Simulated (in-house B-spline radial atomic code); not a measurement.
A fraction x of an electron is removed from 5p in the neodymium ion Nd⁵⁺, starting from [Kr] 4d10 4f2 5s2 5p5 and keeping the highest spin. All numbers are computed (scalar-relativistic (X2C) PBE, spin-polarised, spherical fractional occupations; Fermi nucleus of rms radius 4.9123 fm) with a B-spline radial code for spherical atoms, not measured.

```json
{"x": "0", "E(x) - E(0) (eV)": "0.0000", "5p down level (eV)": "-75.301"}
{"x": "0.07", "E(x) - E(0) (eV)": "5.3036", "5p down level (eV)": "-76.230"}
{"x": "0.13", "E(x) - E(0) (eV)": "9.9013", "5p down level (eV)": "-77.028"}
{"x": "0.32", "E(x) - E(0) (eV)": "24.7770", "5p down level (eV)": "-79.559"}
{"x": "0.4", "E(x) - E(0) (eV)": "31.1844", "5p down level (eV)": "-80.627"}
{"x": "0.5", "E(x) - E(0) (eV)": "39.3140", "5p down level (eV)": "-81.965"}
{"x": "0.51", "E(x) - E(0) (eV)": "40.1343", "5p down level (eV)": "-82.098"}
{"x": "0.65", "E(x) - E(0) (eV)": "51.7593", "5p down level (eV)": "-83.974"}
{"x": "0.78", "E(x) - E(0) (eV)": "62.7893", "5p down level (eV)": "-85.719"}
{"x": "0.95", "E(x) - E(0) (eV)": "77.5558", "5p down level (eV)": "-88.005"}
{"x": "1", "E(x) - E(0) (eV)": "81.9729", "5p down level (eV)": "-88.678"}
```

The exact functional would give a straight line between the two integer points. Deviations E(x) - E(0) - x[E(1) - E(0)], in eV: -0.435 at x = 0.07, -0.755 at x = 0.13, -1.454 at x = 0.32, -1.605 at x = 0.4, -1.672 at x = 0.5, -1.672 at x = 0.51, -1.523 at x = 0.65, -1.15 at x = 0.78, -0.318 at x = 0.95.

The curve lies below the straight line by up to 1.672 eV (at x = 0.5): convex, the delocalisation error that favours fractional charges.

(1) How well does Slater's transition state (minus the level at half occupation) give the ionisation energy?

## Answers

(1) It gives 81.965 eV against 81.973 eV from the two total energies; NIST lists 84.00 eV, ground level to ground level.
